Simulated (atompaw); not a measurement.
**Plane-wave convergence, PAW (atompaw) potential for vanadium (V)**

V, PAW, made with atompaw 4.2.0.5 (PBE, scalar-relativistic). Core [Ne], reference 3s2 3p6 3d3 4s2 4p0. Waves: 3s (bound): rc 1.35 bohr; 4s (bound): rc 1.45 bohr; 3p (bound): rc 1.35 bohr; 4p (bound, empty): rc 1.55 bohr; 3d (bound): rc 2.55 bohr; 3d channel at 2.95 Ry: rc 2.55 bohr; 4f channel at 0.2 Ry: rc 2.55 bohr; 4f channel at 1.3 Ry: rc 2.55 bohr. Local part: troulliermartins scheme with l = 4 at 0.5 Ry, radius 2.50 bohr. Core correction: smooth core density matched at 1.30 bohr. Augmentation charge: besselshape compensation charge, radius 2.20 bohr; PAW radius 2.55 bohr; waves and projectors: custom rrkj vanderbiltortho.

The pseudo-atom Hamiltonian at the reference potential is diagonalised in spherical Bessel functions j_l(qr) that vanish at 20 bohr, with q² up to the cutoff. All-electron valence levels (Ry): 3s -5.1622, 4s -0.3456, 3p -3.2370, 4p -0.1061, 3d -0.3796.

Task: How do the lowest levels (Ry) of each channel move with the cutoff, and are there ghosts?

Result:

```json
{"cutoff (Ry)": "8", "s #1": "-4.8009", "s #2": "-0.2930", "p #1": "-2.2893", "p #2": "-0.0552", "d #1": "-0.1273", "d #2": "0.0537", "f #1": "0.1064", "Σ f·Δε (mRy)": "7270.5"}
{"cutoff (Ry)": "12", "s #1": "-5.0489", "s #2": "-0.3210", "p #1": "-2.8206", "p #2": "-0.0742", "d #1": "-0.3720", "d #2": "0.0527", "f #1": "0.1064", "Σ f·Δε (mRy)": "2796.6"}
{"cutoff (Ry)": "15", "s #1": "-5.1017", "s #2": "-0.3283", "p #1": "-3.0267", "p #2": "-0.0832", "d #1": "-0.3787", "d #2": "0.0527", "f #1": "0.1064", "Σ f·Δε (mRy)": "1419.8"}
{"cutoff (Ry)": "21", "s #1": "-5.1515", "s #2": "-0.3378", "p #1": "-3.1544", "p #2": "-0.0907", "d #1": "-0.3794", "d #2": "0.0526", "f #1": "0.1064", "Σ f·Δε (mRy)": "532.8"}
{"cutoff (Ry)": "30", "s #1": "-5.1611", "s #2": "-0.3427", "p #1": "-3.2193", "p #2": "-0.0982", "d #1": "-0.3796", "d #2": "0.0526", "f #1": "0.1064", "Σ f·Δε (mRy)": "113.9"}
{"cutoff (Ry)": "40", "s #1": "-5.1619", "s #2": "-0.3453", "p #1": "-3.2345", "p #2": "-0.1035", "d #1": "-0.3796", "d #2": "0.0526", "f #1": "0.1064", "Σ f·Δε (mRy)": "16.2"}
{"cutoff (Ry)": "45", "s #1": "-5.1619", "s #2": "-0.3455", "p #1": "-3.2362", "p #2": "-0.1054", "d #1": "-0.3796", "d #2": "0.0526", "f #1": "0.1064", "Σ f·Δε (mRy)": "5.6"}
{"cutoff (Ry)": "55", "s #1": "-5.1621", "s #2": "-0.3456", "p #1": "-3.2363", "p #2": "-0.1060", "d #1": "-0.3796", "d #2": "0.0526", "f #1": "0.1064", "Σ f·Δε (mRy)": "4.3"}
{"cutoff (Ry)": "70", "s #1": "-5.1621", "s #2": "-0.3456", "p #1": "-3.2367", "p #2": "-0.1060", "d #1": "-0.3796", "d #2": "0.0526", "f #1": "0.1064", "Σ f·Δε (mRy)": "1.6"}
{"cutoff (Ry)": "80", "s #1": "-5.1621", "s #2": "-0.3456", "p #1": "-3.2369", "p #2": "-0.1061", "d #1": "-0.3796", "d #2": "0.0526", "f #1": "0.1064", "Σ f·Δε (mRy)": "0.6"}
{"cutoff (Ry)": "100", "s #1": "-5.1622", "s #2": "-0.3456", "p #1": "-3.2369", "p #2": "-0.1061", "d #1": "-0.3796", "d #2": "0.0526", "f #1": "0.1064", "Σ f·Δε (mRy)": "0.4"}
{"cutoff (Ry)": "400", "s #1": "-5.1622", "s #2": "-0.3456", "p #1": "-3.2369", "p #2": "-0.1061", "d #1": "-0.3796", "d #2": "0.0526", "f #1": "0.1064", "Σ f·Δε (mRy)": "0.0"}
```

Result: no extra level below or beside the all-electron valence levels (s, p, d, f tested); 10 mRy is reached at 45 Ry and 1 mRy at 80 Ry.
